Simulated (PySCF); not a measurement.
CH8GeSi, SMILES [CH2]([SiH3])[GeH3].

The structure is a stationary point at PBE-D3(BJ)/def2-SVP.

Level of theory: PBE-D3(BJ)/def2-SVP in PySCF.

Frequencies are harmonic and unscaled.

Task: List the normal modes with their intensities. (An estimate is asked for; the answer gives what the named calculation found.)

Result: 
```
mode  ν (cm⁻¹)  IR (km/mol)  moving atoms (share of kinetic energy)
----  --------  -----------  --------------------------------------
1           78          0.0                                  H 97 %
2          133          0.1                          H 84 %, C 14 %
3          142          0.3        Si 42 %, H 22 %, Ge 22 %, C 14 %
4          437          4.3                                  H 98 %
5          478          3.4        H 43 %, C 29 %, Si 15 %, Ge 14 %
6          513          1.7                                  H 87 %
7          522          0.7                                  H 94 %
8          690         71.4                          H 54 %, C 34 %
9          727         71.6                 C 42 %, H 39 %, Si 18 %
10         770        104.4                          H 67 %, C 26 %
11         810        153.4                                  H 94 %
12         857         29.9                                  H 99 %
13         860          8.9                                  H 98 %
14         898        160.9                          H 91 %, Si 8 %
15         914         50.8                                  H 97 %
16         917         27.7                                  H 98 %
17         991          0.9                                  H 97 %
18        1030         32.1                          H 66 %, C 32 %
19        1333          4.8                                  H 92 %
20        2073        102.5                                  H 99 %
21        2084        100.0                                  H 99 %
22        2088        104.2                                  H 98 %
23        2154        100.1                                  H 98 %
24        2162         90.1                                  H 97 %
25        2166        110.6                                  H 96 %
26        2996          1.2                                  H 95 %
27        3062          0.2                           H 91 %, C 9 %
```
